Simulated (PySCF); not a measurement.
FeCl₃, SMILES [Cl][Fe]([Cl])[Cl] (connectivity only; charge and spin as stated), neutral, multiplicity 6.

Geometry: B3LYP-D3(BJ)/def2-SVP. The multiplicity is an assumed one; other spin states were not compared. The isomer is the one that the SMILES or the coordinates give; other isomers of the formula were not compared.

The numbers are results of TDA-PBE/def2-SVPD in PySCF, not measurements.

Vertical excitations; the highest root listed may be one member of a degenerate set. Isolated molecule, no solvent.

### Question
List the lowest excited states. (Estimate from the structure and the level; the computed values follow.)

### Answer

```csv
state,energy (eV),λ (nm),f,main pairs
root 1,1.40,886,0.000,β HOMO→LUMO 100 %
root 2,1.62,765,0.000,β HOMO→LUMO+1 (degenerate set)
root 3,1.62,765,0.000,β HOMO→LUMO+2 (degenerate set)
root 4,2.05,604,0.003,β HOMO−1→LUMO 100 %
root 5,2.13,582,0.000,β HOMO−5→LUMO (degenerate set)
root 6,2.13,582,0.000,β HOMO−4→LUMO (degenerate set)
root 7,2.21,562,0.000,"β HOMO−2→LUMO, β HOMO−1→LUMO+1 (degenerate set)"
root 8,2.21,562,0.000,"β HOMO−3→LUMO, β HOMO−1→LUMO+2 (degenerate set)"
root 9,2.34,530,0.001,"β HOMO−1→LUMO+1, β HOMO−2→LUMO, β HOMO−4→LUMO+1, β HOMO−5→LUMO+2 (degenerate set)"
root 10,2.34,530,0.001,"β HOMO−1→LUMO+2, β HOMO−3→LUMO, β HOMO−4→LUMO+2, β HOMO−5→LUMO+1 (degenerate set)"
```
Unrestricted roots are not spin-pure.
